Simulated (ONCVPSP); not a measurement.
# Cutoff test, Cs (Z = 55), ONCV

ONCVPSP 4.0.1 input, shortened (lines: element, Z, core and valence counts, functional; n l f; lmax; l rc ep ncon nbas qcut; lloc lpopt rc5 dvloc0; l nproj debl; icmod fcfact rcfact), PBE, scalar-relativistic:

```
  Cs 55.00    9    2        4      upf
    1    0    2.00
    2    0    2.00
    2    1    6.00
    3    0    2.00
    3    1    6.00
    3    2   10.00
    4    0    2.00
    4    1    6.00
    4    2   10.00
    5    0    2.00
    5    1    6.00
    2
    0    1.70    0.00    4    8    4.20
    1    2.95    0.00    4    8    4.40
    2    2.40    0.07    4    8    3.60
    4    5    1.40    1.00
    0    1    1.60
    1    1    2.00
    2    2    1.00
    3    1.75    1.20
```

In the d channel the program set the typed energies aside and used 0.050, 1.050 Ha.

Q: For each optimised wave give the share of its norm inside rc, the residual kinetic energy above qcut (Ha) and the cutoffs (Ha) for errors of 10, 1, 0.1 and 0.01 mHa per electron.

A:

| wave | norm inside rc | residual KE | 10 mHa | 1 mHa | 0.1 mHa | 0.01 mHa |
| --- | --- | --- | --- | --- | --- | --- |
| 5s | 0.515 | 3.4e-03 | 7.4 | 16.8 | 53.2 | 62.7 |
| 5p | 0.883 | 5.1e-07 | 2.8 | 3.7 | 5.2 | 7.9 |
| d projector 1 | 0.106 | 5.9e-06 | 2.5 | 3.9 | 5.0 | 6.1 |
| d projector 2 | 0.278 | 1.3e-04 | 4.2 | 5.2 | 10.6 | 51.0 |

The occupied waves need 17 Ha and 53 Ha for 1 and 0.1 mHa. Note: ghosts flagged at negative energy: s at -82.2 eV; no localised positive-energy state flagged. A true bound ghost makes a file unfit for plane-wave use. 2 of 4 tests not solved or not reliable.
